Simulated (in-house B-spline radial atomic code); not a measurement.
Successive ionisation energies of mercury; each step leads to the configuration of the next row (after the last: [Ne] 3s2 3p1/2(2) 3p3/2(1)). Dirac energy differences include first-order Breit, QED and recoil terms. NIST's values go from ground level to ground level; the uncertainty of those that are theory runs from under 0.1 % in few-electron ions to several per cent in heavy many-electron ones. Computed with a B-spline radial code for spherical atoms: Dirac-Hartree-Fock, jj configuration that fills j = l - 1/2 first, finite nuclei.

A number in brackets counts the electrons of a j subshell.

```
  ion               configuration  ionisation energy (eV)  tabulated value (eV)    tabulated kind  computed minus tabulated (eV)  highest orbital  largest mean radius (bohr)
Hg56+      [Ar] 3d3/2(4) 3d5/2(2)                  5631.3                  5636  tabulated theory                             -5            3d5/2                     0.17711
Hg57+      [Ar] 3d3/2(4) 3d5/2(1)                  5779.1                  5780  tabulated theory                             -1            3d5/2                     0.17621
Hg58+               [Ar] 3d3/2(4)                  6041.2                  6041  tabulated theory                              0            3d3/2                     0.17531
Hg59+               [Ar] 3d3/2(3)                  6195.3                  6192  tabulated theory                              3            3d3/2                     0.17433
Hg60+               [Ar] 3d3/2(2)                       ?                     ?  tabulated theory                              ?                ?                           ?
Hg61+               [Ar] 3d3/2(1)                  6508.2                  6508  tabulated theory                              0            3d3/2                     0.17241
Hg62+                [Ne] 3s2 3p6                       ?                     ?  tabulated theory                              ?                ?                           ?
Hg63+  [Ne] 3s2 3p1/2(2) 3p3/2(3)                  7069.7                  7066  tabulated theory                              4            3p3/2                     0.17062
Hg64+  [Ne] 3s2 3p1/2(2) 3p3/2(2)                  7207.2                  7211  tabulated theory                             -4            3p3/2                     0.16985
```

(1) Fill in the row of Hg60+.

(2) Fill in the row of Hg62+.

Results:

(1) ionisation energy (eV): 6351.0; tabulated value (eV): 6356; computed minus tabulated (eV): -5; highest orbital: 3d3/2; largest mean radius (bohr): 0.17337.

(2) ionisation energy (eV): 6933.1; tabulated value (eV): 6933; computed minus tabulated (eV): 0; highest orbital: 3p3/2; largest mean radius (bohr): 0.17145.
